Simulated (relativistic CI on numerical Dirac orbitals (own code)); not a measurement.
## Rb IV: what numerical and physical settings do to a radial Dirac CI calculation

Reference input:

```
atom Rb  Z=37  charge=3  electrons=34
nucleus A=85  rms_radius_fm=4.2036
hamiltonian dirac-coulomb  breit=on  qed=on  c_scale=1
orbitals kli  potential=per-configuration
slater_scale 1
correlation none
mixing on
grid step=0.0125 r_max=37.3
scf mixing=0.4 start=green max_iterations=150 tolerance=2e-08 node_fill=0.05
configurations
  [Ar] 3d10 4s2 4p4
  [Ar] 3d10 4s 4p5
  [Ar] 3d10 4s2 4p3 4d
end
```

Computed lowest total energy -2974.67285 Ha, first excitation 6157.5 cm⁻¹, 34 SCF steps. Runs with settings changed; * marks those that are bad on purpose:

```
                                                                   Changed        Outcome  Lowest level   ΔE (Ha)  First excitation (cm⁻¹)  SCF steps                                                                         Message
start potential previous, node fill of the KLI weights 0.5, SCF mixing 0.2      converged  4s2 4p4 3P_2    0.0331                   6357.8         31                                                                                
                                                            grid step 0.02      converged  4s2 4p4 3P_2  9.49e-05                   6157.5         34                                                                                
        grid step 0.04, start potential previous, nuclear radius 5.4647 fm      converged  4s2 4p4 3P_2    0.0178                   6157.5         27                                                                                
                                             end of the grid at 26.11 bohr      converged  4s2 4p4 3P_2  1.82e-12                   6157.5         34                                                                                
                                                      SCF tolerance 0.05 *      converged  4s2 4p4 3P_2  0.000363                   6173.9         15                                                                                
                                            end of the grid at 1.12 bohr *  not converged                                                           1  SCF of 1s2 2s2 2p6 3s2 3p6 3d10 4s2 4p4 stopped: an orbital could not be found
```

With so few configurations and no correlation, terms lie too far apart (by 10 to 50 % near neutrality), their order can be wrong, and levels of other configurations are missing.
